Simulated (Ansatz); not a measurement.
Compare A (`CO[SiH](N)O[SiH3]`) with its isomer B (`CN([SiH2]O)[SiH2]O`).

Gas-phase electronic energies from Ansatz, PBE0-D4/def2-TZVP geometries. CBS: MP2 limit from def2 TZ/QZ plus the TZ coupled-cluster correction, frozen cores. Functionals use def2-TZVPP. B3LYP here is the variant with VWN-RPA as its local correlation; programs differ in this. Each species was taken in one conformer, which may not be the lowest.

(1) Which isomer does CCSD(T)/CBS put lower? Give the gap. (An estimate is asked.)

(2) Give E(B) − E(A) in kJ/mol with HF/def2-TZVPP, B2PLYP, B3LYP, MP2/def2-TZVPP, PBE-D4, r2SCAN-D4, ωB97M-V. (An estimate is asked.)

Largest T1 diagnostic: 0.011.

Results:

(1) The calculation gave: A, by 50.9 kJ/mol.

(2) Computed: HF/def2-TZVPP 82.0, B2PLYP 57.6, B3LYP 62.7, MP2/def2-TZVPP 45.8, PBE-D4 42.9, r2SCAN-D4 53.0, ωB97M-V 51.6. None reverses the order clearly.

In def2-TZVPP, CCSD(T) changes the Hartree–Fock value by −31.2 kJ/mol (the triples alone add −4.6 kJ/mol) and MP2 by −36.2 kJ/mol. From PBE to PBE0 (25 % exact exchange), in def2-TZVPP and without D4, E(B) − E(A) moves by +3.6 kJ/mol.
